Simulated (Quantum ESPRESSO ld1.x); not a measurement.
Question: These are the eigenvalues of the occupied orbitals of an atom or ion with whole-number occupations (hartree). Method: Dirac Kohn-Sham, BLYP, spin-unpolarised, spherical densities, point nucleus; computed with ld1.x of Quantum ESPRESSO 7.5.

orbital  eigenvalue
1s1/2      -3234.39
2s1/2      -578.670
2p1/2      -555.694
2p3/2      -475.191
3s1/2      -139.507
3p1/2      -129.153
3p3/2      -111.192
3d3/2      -94.1966
3d5/2      -90.3752
4s1/2      -32.2080
4p1/2      -27.7295
4p3/2      -23.3314
4d3/2      -16.0443
4d5/2      -15.2237
5s1/2      -6.09996
4f5/2      -5.78947
4f7/2      -5.60451
5p1/2      -4.57111
5p3/2      -3.74599
5d3/2      -1.63551
5d5/2      -1.53778
6s1/2      -1.15854
5f5/2      -0.23206
5f7/2      -0.23165

Which element is it, and in what charge state? The configuration may be excited. Open shells, if any, are shared by 2j + 1.

Answer: Z = 82, lead, charge +2: Pb2+ in [Xe] 4f14 5d10 6s1 5f1. The list shows which subshells hold electrons but not how many an open one holds; the 1s level, -3234.4 hartree, gives Z - s = 80.4 by -(Z - s)^2/2, which with screening and relativity narrows Z to a few neighbours, and the depths of the outer levels then fix element, charge and occupations together.
